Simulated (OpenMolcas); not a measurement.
An OpenMolcas run meant for Tl (ANO-R0, X2C; inactive shells 1s 2s 2p 3s 3p 3d 4s 4p 4d 4f 5s 5p 5d 6s; intended active space 1 electron in 3 orbitals (6p)). One step of its input:

```
&RASSCF
FileOrb=start.orb
Symmetry=2
Spin=2
nActEl=1 0 0
Inactive=21 19
Ras2=0 3
CIRoot=5 5 1
SDav=3
CIMx=300
Iter=67 100
PrWF=0.3
OrbListing=Nothing
MaxOrb=0
Atom
>>> COPY $Project.JobIph JOB001
```

Lines from the output:

```
...
      Number of secondary orbitals               0
      Spin quantum number                      0.5
      State symmetry                             2
Orbital specifications:
      -----------------------

      Symmetry species                           1   2
                                                ag  au
      Frozen orbitals                            0   0
      Inactive orbitals                         21  19
      Active orbitals                            0   3
      RAS1 orbitals                              0   0
      RAS2 orbitals                              0   3
      RAS3 orbitals                              0   0
      Secondary orbitals                         0   0
      Deleted orbitals                           0   0
      Number of basis functions                 21  22
      Number of CSFs                             3
      Number of root(s) required                 5
 ************ ERROR ***********
  You can't ask for more roots
  than there are configurations
 ******************************
--- Stop Module: rasscf at  /rc=_RC_INPUT_ERROR_ ---
.####################.
.# User input error #.
.####################.
```

Q: What is wrong with the input?

A: CIRoot asks for more roots than the active space has configuration state functions.
